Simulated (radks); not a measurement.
Cu+, 28 electrons, occupied as [Ar] 3d10 (the NIST ground configuration). All-electron calculation, scalar-relativistic Kohn-Sham, PW91, spin-polarised, spherical densities, finite nucleus; Fermi nuclear charge, rms radius 3.8823 fm. Program: a radial shooting solver on a logarithmic mesh with Libxc functionals.

Unscreened Slater integrals over Kohn-Sham orbitals (hartree). They are taken over the spin-up orbitals. Empty in this configuration: 4s.

F0(3d,3d): 0.93940
F2(3d,3d): 0.41643
F4(3d,3d): 0.25585
F0(3d,3p): 1.0543
F2(3d,3p): 0.48311
G1(3d,3p): 0.59726
G3(3d,3p): 0.35860
F0(3d,3s): 1.0764
G2(3d,3s): 0.44898
F0(3d,2p): 1.3639
F2(3d,2p): 0.25111
G1(3d,2p): 0.18608
G3(3d,2p): 0.10572
F0(3d,4s): 0.43930
G2(3d,4s): 0.057605
F0(3p,3p): 1.2063
F2(3p,3p): 0.60019
F0(3p,3s): 1.2343
G1(3p,3s): 0.81523
F0(3p,2p): 1.6461
F2(3p,2p): 0.32603
G0(3p,2p): 0.12549
G2(3p,2p): 0.13212
F0(3p,4s): 0.45205
G1(3p,4s): 0.023196
F0(3s,3s): 1.2648
F0(3s,2p): 1.6878
G1(3s,2p): 0.13728
F0(3s,4s): 0.45356
G0(3s,4s): 0.016527
F0(2p,2p): 4.4246
F2(2p,2p): 2.0870
F0(2p,4s): 0.47733
G1(2p,4s): 0.0080687
F0(4s,4s): 0.34677
